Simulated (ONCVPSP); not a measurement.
## lithium: one change to an ONCV potential, before and after

ONCVPSP 4.0.1 input, shortened (lines: element, Z, core and valence counts, functional; n l f; lmax; l rc ep ncon nbas qcut; lloc lpopt rc5 dvloc0; l nproj debl; icmod fcfact rcfact), Wu-Cohen, fully relativistic:

```
  Li 3.00    0    3  -118130      upf
    1    0    2.00
    2    0    0.75
    2    1    0.25
    1
    0    0.90    0.00    4    7   13.20
    1    4.00    0.00    4    7    2.30
    4    5    0.75    0.00
    0    2    1.00
    1    2    2.80
    0    0.00    0.00
```

Open shells are filled in proportion to 2j + 1.

Change: s: qcut 10.4.

Cutoffs: the cutoffs (Ha) at which the residual kinetic energy of the hardest occupied pseudo-wave falls to 1 and 0.1 mHa per electron; they do not see the model core or the augmentation charge, which bear on the density cutoff. Errors are all-electron minus pseudo energies relative to the spin-unpolarised reference configuration.

Problem. Predict the effect on cutoff, ghosts and configuration errors.

Solution. The potential gets neither clearly harder nor softer (61 Ha and 73 Ha → 49 Ha and 122 Ha); of the 4 tests that both files solve, the error grows in 1 and shrinks in 0 by more than 15 % and 0.3 meV (median size 4.0 → 4.0 meV); neither file shows a bound ghost.

```csv
quantity,base,changed
"cutoff, loose",61 Ha,49 Ha
"cutoff, tight",73 Ha,122 Ha
loose cutoff by channel,"s 61 Ha, p 1.6 Ha","s 49 Ha, p 1.6 Ha"
bound ghosts,none,none
GHOST(+) flags under 300 eV,none,none
"error for 1s2 2s1 2p0, meV [ΔE -0.44 eV]",-0.7,-0.7
"error for 1s2 2s0 2p0, meV [ΔE 4.75 eV]",+6.0,+6.1
"error for 1s2 2s0.5 2p0, meV [ΔE 1.57 eV]",+1.9,+1.9
"error for 1s1 2s1 2p0, meV [ΔE 67.66 eV]",+384,+520
s: phases at 0.91 bohr within 0.05 rad from the reference energy up to (Ha; the scan ends near 5),to the end of the scan,to the end of the scan
p3/2: phases at 4.07 bohr within 0.05 rad from the reference energy up to (Ha; the scan ends near 5),0.2,0.2
p1/2: phases at 4.07 bohr within 0.05 rad from the reference energy up to (Ha; the scan ends near 5),0.2,0.2
```
